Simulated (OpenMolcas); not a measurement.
An OpenMolcas run meant for Ru V (ANO-RCC-VDZ, DKH3; inactive shells 1s 2s 2p 3s 3p 3d 4s 4p; intended active space 4 electrons in 5 orbitals (4d)). One step of its input:

```
&CASPT2
Multistate=5 1 2 3 4 5
Frozen=8 6
IPAE=0.25
Imaginary=0.1
MaxIter=60
WThr=0.0 0.3 0.05
PrWF=0.5
NoMix
```

Lines from the output:

```
|        MOLCAS_PRINT = 2
  |       MOLCAS_SOURCE = <dir>
  |    MOLCAS_STRUCTURE = 0
  |
   --------------------------------------------------------------------------------------
++ ---------   Input file   ---------
>>> COPY JOB001 $Project.JobIph
&CASPT2
Multistate=5 1 2 3 4 5
Frozen=8 6
IPAE=0.25
Imaginary=0.1
MaxIter=60
WThr=0.0 0.3 0.05
PrWF=0.5
NoMix
-- ----------------------------------
>>> COPY JOB001 a.JobIph
*** symbolic link created: INPORB -> a.RasOrb
--- Start Module: caspt2 at  ---
()()()()()()()()()()()()()()()()()()()()()()()()()()()()()()()()()()()()()()()()()()()()()()()()()()
                                              &CASPT2
                                   only a single process is used
                       available to each process: 2.3 GB of memory, 1 thread
()()()()()()()()()()()()()()()()()()()()()()()()()()()()()()()()()()()()()()()()()()()()()()()()()()
 ###    ERROR: Unrecognized keyword: IPAE                                    ###
--- Stop Module: caspt2 at  /rc=_RC_INPUT_ERROR_ ---
.####################.
.# User input error #.
.####################.
```

Problem. What is wrong with the input?

Solution. A keyword is misspelt. OpenMolcas reads the first four letters of a keyword, so the setting is refused or falls back to its default.
